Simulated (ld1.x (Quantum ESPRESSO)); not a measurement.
# LDA (PZ) ultrasoft dataset for Mo (Z = 42), scalar-relativistic all-electron reference.

* Element: molybdenum
* Generator: ld1.x (Quantum ESPRESSO) 7.5
* Type: ultrasoft
* Functional: LDA (PZ)
* Relativity: scalar-relativistic
* Frozen core: [Ar] 3d10
* Valence charge: 14
* Reference configuration: 4s2 4p6 4d5 5s1 5p0
* Partial waves: 4s (bound): rcut 1.50, rcutus 1.90 bohr; 5s (bound): rcut 1.50, rcutus 1.90 bohr; 4p (bound): rcut 1.65, rcutus 1.70 bohr; 5p (bound, empty): rcut 1.65, rcutus 1.70 bohr; 4d (bound): rcut 1.70, rcutus 2.30 bohr; 4d channel at 0.05 Ry: rcut 1.70, rcutus 2.30 bohr
* Local potential: all-electron potential smoothed inside 2.00 bohr (lloc = -1)
* Core correction: none
* Augmentation charge: built from norm-conserving waves at rcut, not smoothed further

All-electron outer shells of the reference configuration (LDA (PZ), scalar-relativistic, ld1.x):

```
shell  level (eV)  outermost node (bohr)  outermost maximum (bohr)
   3p     -378.90                   0.17                      0.38
   3d     -221.32                      –                      0.32
   4s      -64.42                   0.51                      0.99
   4p      -38.59                   0.52                      1.06
   5s       -4.33                   1.34                      2.93
   4d       -3.94                   0.53                      1.38
   5p       -1.16                   1.54                      4.05
```

Problem. Is the overlap operator S = 1 + Σ q|β⟩⟨β| positive definite (Bessel basis up to 400 Ry)?

Solution. Yes: its lowest eigenvalue is 0.08 (s channel).

Problem. Tests: 4s2 4p6 4d5 5s0 5p0; 4s2 4p6 4d4 5s0 5p0; 4s2 4p6 4d3 5s0 5p0; 4s2 4p6 4d4 5s2 5p0; 4s2 4p6 4d4 5s1 5p0; 4s2 4p6 4d2 5s0 5p0; 4s2 4p6 4d4 5s1 5p1. Which has the largest error in its energy relative to the reference configuration, and how large is it?

Solution. 4s2 4p6 4d4 5s2 5p0, with -2039 meV (all-electron minus pseudo) on +0.14 eV.

A Bessel basis up to 400 Ry misses an occupied level by 1.55 Ry, so cutoffs and ghosts were not judged. The potential misses its own reference levels by up to 1.1 eV, so it is not fit for use.
